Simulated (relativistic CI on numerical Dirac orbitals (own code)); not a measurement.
**Tb29+: q coefficients and field-shift factors**

Method of calculation: Dirac-Coulomb-Breit CI, separate exchange-only KLI orbitals for each configuration, derivatives by finite differences, unscaled Slater integrals, QED left out (own radial code, finite nucleus).

Configurations in the expansion (outside the closed core [Ar] 3d10): 4s2 4p6, 4s2 4p5 4d, 4s 4p6 4d, 4s2 4p5 4f, 4s 4p6 4f, 4p6 4d2, 4p5 4d3, 4p5 4d2 4f. Double excitations out of closed p, d and f shells are left out; levels of such configurations are missing from the list, as are those of other unlisted configurations, and high levels can miss mixing partners.

With x = (α/α₀)² − 1 an excitation energy changes as ω = ω₀ + qx; K = 2q/ω₀ is the relative enhancement. Terms are leading LS components, so labels can repeat. The field-shift factor is F = δν/δ⟨r²⟩ for the transition from the lowest level.

Lowest level 4s2 4p6 1S_0.

```tsv
Level	ω₀ (cm⁻¹)	q (cm⁻¹)	K	F (GHz/fm²)
4s2 4p5 4d 3P°_0	945999	27160	0.0574	4.9
4s2 4p5 4d 3P°_1	971410	37090	0.0764	4.98
4s2 4p5 4d 3F°_3	995901	29920	0.0601	4.31
4s2 4p5 4d 3D°_2	1004673	32580	0.0649	4.82
4s2 4p5 4d 3F°_4	1045827	103000	0.197	5.34
4s2 4p5 4d 1D°_2	1062861	104300	0.196	5.88
4s2 4p5 4d 3D°_3	1101011	102300	0.186	6.45
4s2 4p5 4d 3D°_1	1190356	156400	0.263	0.615
4s2 4p5 4d 3F°_2	1346079	442300	0.657	-27.6
4s2 4p5 4d 3D°_2	1426455	516200	0.724	-25.4
4s2 4p5 4d 3F°_3	1442000	518700	0.719	-26.1
4s2 4p5 4d 1P°_1	1522626	386900	0.508	-20.3
4s 4p6 4d 3D_1	2020837	452700	0.448	-627
```

At this charge energies of transitions that change n are usually good to better than 1 %, and those within a shell (Δn = 0) to a few per cent.
